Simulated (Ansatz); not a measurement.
`F[CH2][AlH][SiH3]` and `F[CH2][Al]([SiH3])[SiH3]` differ in one atom or group.

Ansatz, PBE0-D4/def2-TZVP geometries, multiplicity 1. Each molecule was computed in one conformer, which needn't be the lowest.

```json
{"property": "size of the dipole moment (ωB97M-V/def2-TZVPP) / D", "`F[CH2][AlH][SiH3]`": "1.70"}
{"property": "HOMO energy (PBE/def2-TZVPP) / eV", "`F[CH2][AlH][SiH3]`": "-6.28"}
{"property": "LUMO energy (ωB97M-V/def2-TZVPP) / eV", "`F[CH2][AlH][SiH3]`": "-0.35"}
{"property": "size of the dipole moment (B3LYP/def2-TZVPP) / D", "`F[CH2][AlH][SiH3]`": "1.68"}
{"property": "LUMO energy (PBE/def2-TZVPP) / eV", "`F[CH2][AlH][SiH3]`": "-2.73"}
{"property": "LUMO energy (B3LYP/def2-TZVPP) / eV", "`F[CH2][AlH][SiH3]`": "-2.18"}
```

Q: Give the same properties after the change, and the shifts. (Best estimate.)

A: The calculation gave: 
```
                                          property  `F[CH2][Al]([SiH3])[SiH3]`  shift
size of the dipole moment (ωB97M-V/def2-TZVPP) / D                        1.38  -0.32
                 HOMO energy (PBE/def2-TZVPP) / eV                       -6.26   0.02
             LUMO energy (ωB97M-V/def2-TZVPP) / eV                       -0.63  -0.28
  size of the dipole moment (B3LYP/def2-TZVPP) / D                        1.39  -0.29
                 LUMO energy (PBE/def2-TZVPP) / eV                       -3.00  -0.27
               LUMO energy (B3LYP/def2-TZVPP) / eV                       -2.44  -0.26
```

With PBE0 the HOMO rises by 0.17 eV and the LUMO falls by 0.29 eV, so the gap narrows by about 0.46 eV. PBE moves the HOMO by 0.02 eV and ωB97M-V by 0.30 eV. Dipoles are sizes alone; their direction can turn.

B3LYP here is the variant with VWN-RPA as its local correlation; programs differ in this.
